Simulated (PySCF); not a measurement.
SbCl4, SMILES [Sb]([Cl])([Cl])([Cl])[Cl], multiplicity 2.

Coordinates come from a PBE-D3(BJ)/def2-SVP optimisation. The spin state was assumed, not searched. The isomer is the one that the SMILES or the coordinates give; other isomers of the formula were not compared. The def2 effective core potentials stand for the cores of Sb; spin–orbit coupling is left out.

Level of theory: PySCF 2.14.0 with C-PCM-M06-2X/def2-SVP.

The values are the electrostatic part of the solvation free energy, E(continuum) − E(gas) at the gas-phase geometry, in a cavity of scaled van der Waals radii (PySCF's table); cavitation and dispersion terms are not included. A continuum can't describe solvent molecules that bind to the metal. The dipole moment in vacuum is 0.00 D.

Computed values in water (ε = 78.36), tetrahydrofuran (ε = 7.43), cyclohexanone (ε = 15.62):
| solvent | ε | ΔG(elec) (kcal/mol) | dipole (D) |
|---|---|---|---|
| water | 78.36 | -4.3 | 0.00 |
| tetrahydrofuran | 7.43 | -3.8 | 0.00 |
| cyclohexanone | 15.62 | -4.1 | 0.00 |
